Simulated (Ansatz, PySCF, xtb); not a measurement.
Two conformers of C3H8O2 (SMILES OCCCO), B3LYP-D3(BJ)/def2-TZVP minima.
Conformer 1 (charge 0, multiplicity 1):
```xyz
13

O      1.1793     1.3802     0.1297
C      1.1517    -0.0132     0.4731
C      0.0725    -0.7906    -0.2686
C     -1.3399    -0.2841     0.0079
O     -1.5803     1.0134    -0.5146
H      1.4724     1.4623    -0.7850
H      2.1363    -0.4617     0.3043
H      0.9592    -0.0343     1.5474
H      0.1408    -1.8412     0.0343
H      0.2628    -0.7571    -1.3469
H     -1.5276    -0.3080     1.0914
H     -2.0716    -0.9425    -0.4630
H     -0.8555     1.5768    -0.2101
```
Conformer 2 (charge 0, multiplicity 1):
```
atom    x (Å)    y (Å)    z (Å)
----  -------  -------  -------
O     -1.7926   0.0557   1.0541
C     -1.2982  -0.5261  -0.1505
C      0.0229   0.0769  -0.6102
C      1.1578  -0.1399   0.3822
O      2.3987   0.3886  -0.0784
H     -2.0123   0.9774   0.8802
H     -1.1695  -1.5867   0.0749
H     -2.0434  -0.4504  -0.9506
H     -0.1131   1.1522  -0.7845
H      0.3028  -0.3619  -1.5725
H      1.3298  -1.2093   0.5183
H      0.8907   0.2756   1.3587
H      2.3263   1.3479  -0.1217
```

No zero-point or thermal terms.

Cores are frozen in the correlated methods. Rows in 6-31G* carry no dispersion term and start afresh at each structure (6-31G* with six Cartesian d functions).

The values were computed with Ansatz (a first-principles code); PySCF for 6-31G* rows; xtb for the GFN methods. 

### Question
One of these levels gives 17.7 kJ/mol for the electronic energy of conformer 2 less that of conformer 1. Which one is it?
(A) GFN1-xTB
(B) GFN-FF
(C) SCS-MP2/cc-pVDZ
(D) M06-2X/6-31G*

### Answer
D, M06-2X/6-31G*. The others give 11.5 (GFN-FF), 9.2 (GFN1-xTB), 15.4 (SCS-MP2/cc-pVDZ)
